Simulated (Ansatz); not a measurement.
Two members of one family (Oligo(thienothiophene)), computed with Ansatz in the gas phase. The two geometries come from different levels. Binding counts from free atoms in the multiplicity of their measured ground term, without zero-point energy. Sets without diffuse functions give affinities that are too small. A dash marks a value that wasn't run or was left out as unsound. The structures are stationary points that may keep the symmetry of their start.

First: c1cc2sc(-c3cc4sc(-c5cc6sc(-c7cc8sc(-c9cc%10sccc%10s9)cc8s7)cc6s5)cc4s3)cc2s1 (singlet, charge 0, r2SCAN-D4/def2-SVP geometry).

Cartesian coordinates in Å:
```
C -0.985 14.337 0.914
C 0.169 13.587 0.888
C -0.131 12.202 0.803
S 0.803 10.744 0.734
C -0.656 9.760 0.633
C -0.563 8.325 0.546
C -1.552 7.388 0.830
C -1.100 6.071 0.613
S -1.797 4.490 0.778
C -0.295 3.724 0.257
C -0.212 2.294 0.171
C -1.191 1.349 0.465
C -0.728 0.035 0.251
S -1.415 -1.550 0.412
C 0.089 -2.305 -0.116
C 0.196 -3.736 -0.213
C 1.231 -4.471 -0.786
C 0.998 -5.857 -0.693
S 1.854 -7.282 -1.193
C 0.587 -8.324 -0.546
C 0.713 -9.754 -0.654
C 1.744 -10.489 -1.224
C 1.506 -11.880 -1.134
S 2.357 -13.309 -1.625
C 1.100 -14.324 -0.981
C 0.066 -13.616 -0.411
C 0.300 -12.219 -0.500
S -0.555 -10.794 -0.006
C -0.446 -7.590 0.025
C -0.209 -6.202 -0.059
S -1.063 -4.780 0.443
C 1.070 -1.359 -0.406
C 0.602 -0.047 -0.202
S 1.290 1.538 -0.369
C 0.693 4.663 -0.028
C 0.233 5.981 0.174
S 0.929 7.560 0.004
C -1.808 10.536 0.666
C -1.505 11.913 0.768
S -2.435 13.377 0.837
H -1.070 15.422 0.976
H 1.170 14.018 0.927
H -2.541 7.664 1.204
H -2.189 1.616 0.816
H 2.099 -4.009 -1.259
H 2.622 -10.029 -1.681
H 1.199 -15.406 -1.061
H -0.808 -14.086 0.042
H -1.325 -8.052 0.480
H 2.075 -1.625 -0.734
H 1.695 4.390 -0.364
H -2.812 10.114 0.588
```

| level | HOMO (eV) | LUMO (eV) | gap (eV) | vertical IE (eV) | vertical EA (eV) | vertical triplet (eV) | binding per atom (eV) |
| --- | --- | --- | --- | --- | --- | --- | --- |
| PBE-D4/def2-SVP | -4.43 | -2.90 | 1.53 | 5.69 | 1.74 | 1.43 | 5.64 |
| r2SCAN-D4/def2-SVP | -4.62 | -2.98 | 1.64 | – | – | – | 5.40 |
| PBE0-D4/def2-SVP | -5.19 | -2.47 | 2.72 | 6.06 | 1.68 | 1.71 | 5.47 |

Second: C36H14S12 (singlet, charge 0, PBE-D4/def2-SVP geometry).

```xyz
62

C    14.814    9.290   -0.422
C    14.469    8.238   -1.251
C    13.183    7.728   -0.913
S    12.165    6.451   -1.512
C    10.908    6.832   -0.326
C     9.683    6.068   -0.286
C     8.675    6.118    0.679
C     7.619    5.226    0.378
S     6.111    4.803    1.139
C     5.742    3.632   -0.136
C     4.521    2.870   -0.095
C     4.070    1.922   -1.020
C     2.821    1.379   -0.646
S     1.739    0.197   -1.327
C     0.596    0.405    0.010
C    -0.625   -0.358    0.048
C    -1.643   -0.306    1.007
C    -2.690   -1.206    0.708
S    -4.204   -1.631    1.458
C    -4.562   -2.803    0.181
C    -5.780   -3.571    0.209
C    -6.197   -4.543   -0.707
C    -7.452   -5.089   -0.356
S    -8.502   -6.297   -1.043
C    -9.681   -6.075    0.259
C   -10.886   -6.865    0.268
C   -11.270   -7.871   -0.620
C   -12.531   -8.421   -0.278
S   -13.556   -9.666   -0.936
C   -14.743   -9.401    0.316
C   -14.388   -8.405    1.208
C   -13.122   -7.847    0.866
S   -12.102   -6.602    1.528
C    -9.268   -5.104    1.174
C    -8.014   -4.551    0.822
S    -6.962   -3.344    1.506
C    -3.544   -2.853   -0.777
C    -2.497   -1.955   -0.476
S    -0.984   -1.533   -1.227
C     1.046    1.352    0.935
C     2.296    1.896    0.561
S     3.379    3.077    1.241
C     6.753    3.582   -1.102
C     7.803    4.481   -0.808
S     9.308    4.910   -1.570
C    11.278    7.897    0.497
C    12.562    8.395    0.163
S    13.589    9.668    0.763
H    15.738    9.880   -0.439
H    15.113    7.861   -2.055
H     8.723    6.764    1.563
H     4.632    1.648   -1.922
H    -1.614    0.361    1.877
H    -5.606   -4.834   -1.584
H   -10.651   -8.186   -1.470
H   -15.656  -10.009    0.322
H   -15.010   -8.101    2.059
H    -9.860   -4.824    2.055
H    -3.575   -3.516   -1.651
H     0.484    1.625    1.837
H     6.718    2.917   -1.974
H    10.633    8.295    1.290
```

Task: Estimate the same table for the second.

Result: 
```csv
level,HOMO (eV),LUMO (eV),gap (eV),vertical IE (eV),vertical EA (eV),vertical triplet (eV),binding per atom (eV)
PBE-D4/def2-SVP,-4.37,-3.01,1.36,5.50,1.98,1.27,5.66
r2SCAN-D4/def2-SVP,-4.56,-3.10,1.45,–,–,–,5.41
PBE0-D4/def2-SVP,-5.10,-2.61,2.50,5.89,1.90,1.57,5.49
```
